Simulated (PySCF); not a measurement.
**Which element holds O most strongly?**

CCSD(T) in PySCF with def2-TZVPPD on every atom (core potentials on Mo, Sn, Hf), for the lowest determinant that a PBE0 search found; no spin–orbit coupling. D0 is De less the harmonic zero-point energy.

```
 M  state (unpaired electrons)  Re (Å)  ωe (cm⁻¹)  D0(MO) (eV)
Hf      singlet (closed shell)   1.742        954         8.42
Mo    quintet (σ ↑, π ↑, δ ↑↑)   1.707        924         5.14
Ge      singlet (closed shell)   1.638        977         6.72
 B               doublet (σ ↑)   1.213       1868         7.99
 C      singlet (closed shell)   1.135       2150        10.78
Sn      singlet (closed shell)   1.839        819         5.52
Ga               doublet (σ ↑)   1.708        756         4.15
```

**Question.** Order the elements by D0 and give the energy of BO + Ge → GeO + B.

**Answer.** C > Hf > B > Ge > Sn > Mo > Ga; ΔE = 7.99 − 6.72 = +1.27 eV at CCSD(T)/def2-TZVPPD. Close neighbours can swap at other levels.

Correlated steps freeze the inner cores (1 to 10 orbitals); shallow outer-core shells are correlated. UHF and ROHF references stand side by side, which adds small steps between rows. Spin–orbit coupling is left out, which matters for elements this heavy, above all for dissociation energies. Where the molecule has an RHF reference, its open-shell atoms are computed with UHF. The CCSD T1 diagnostic is raised in GaO, GeO, HfO, SnO, a sign that a single reference may not be enough there. States were picked by a PBE0 search and need not be the measured ground states.
